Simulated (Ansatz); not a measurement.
Species: C$_{3}$H$_{8}$BO (charge 0, doublet). It need not be the lowest isomer of its formula. 
Geometry from a B3LYP-D3(BJ)/def2-TZVP (Ansatz, a program for electronic structure) optimisation:
```xyz
13

C     -1.0082     1.6127    -0.7118
B     -0.4198     0.3316    -0.1043
C     -1.2837    -0.7380     0.6715
O      0.9302     0.1738    -0.2825
C      1.6388    -0.9506     0.2126
H     -0.3944     2.3342    -1.2412
H     -2.0601     1.8684    -0.6479
H     -2.3383    -0.4673     0.7274
H     -1.2193    -1.7235     0.1975
H     -0.9223    -0.8763     1.6964
H      1.5633    -1.0187     1.3007
H      1.2615    -1.8795    -0.2223
H      2.6853    -0.8299    -0.0630
```
Charge 0, spin multiplicity 2.

Computed values are from Ansatz. Correlated levels leave the core frozen unless marked. UHF or UKS for open shells. No spin-orbit coupling. Non-relativistic. CBS marks a two-point X^-3 extrapolation of the correlation energy; Hartree-Fock from the larger set.

What is the total energy at CCSD(T)/CBS(cc-pVTZ,cc-pVQZ)?

-218.9228 Eh.

What is the atomisation energy De at CCSD(T)/CBS(cc-pVTZ,cc-pVQZ)?

1222.9 kcal/mol.

What is the T1 diagnostic at CCSD/cc-pVQZ?

0.013.

What is the dipole moment at CCSD(T)/aug-cc-pVDZ?

1.09 D.
